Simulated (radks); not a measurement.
The numbers below are computed, except where a source is named.
Task: All-electron atom: Nd+ in [Xe] 4f4 6s1. Code: a radial shooting solver on a logarithmic mesh with Libxc functionals. Model: Dirac Kohn-Sham, LDA (Slater exchange, Perdew-Wang correlation), spin-unpolarised, spherical densities, point nucleus; open shells are shared between the two j in proportion to 2j + 1; speed of light set to 274.072 atomic units (2 times the physical value, a model run). Some entries of the table are withheld. Estimate them.

orbital     occ.  eigenvalue (eV)  <1/r> (bohr^-1)
1s1/2          2        -41604.42            60.88
2s1/2          2        -6574.088            14.17
2p1/2          2        -6231.147            14.18
2p3/2          4        -6112.860            13.84
3s1/2          2        -1427.135            5.247
3p1/2          2        -1277.731            5.181
3p3/2          4        -1254.297            5.095
3d3/2          4        -979.3462            4.981
3d5/2          6        -973.7530            4.957
4s1/2          2        -284.7196            2.215
4p1/2          2        -228.1981            2.120
4p3/2          4        -223.1138            2.090
4d3/2          4        -124.9099              (1)
4d5/2          6        -123.9143              (2)
5s1/2          2         -43.1510           0.8578
5p1/2          2         -28.1636           0.7518
5p3/2          4         -27.4756           0.7410
4f5/2    1.71429         -10.0614            1.299
4f7/2    2.28571          -9.9497            1.295
6s1/2          1          -8.1012           0.3050
5d3/2          0              (3)           0.4637
5d5/2          0              (4)           0.4611
6p1/2          0          -5.4398           0.2494
6p3/2          0          -5.3683           0.2469

Result: 
(1) 4d3/2 <1/r> (bohr^-1): 1.878
(2) 4d5/2 <1/r> (bohr^-1): 1.870
(3) 5d3/2 eigenvalue (eV): -7.9084
(4) 5d5/2 eigenvalue (eV): -7.8533
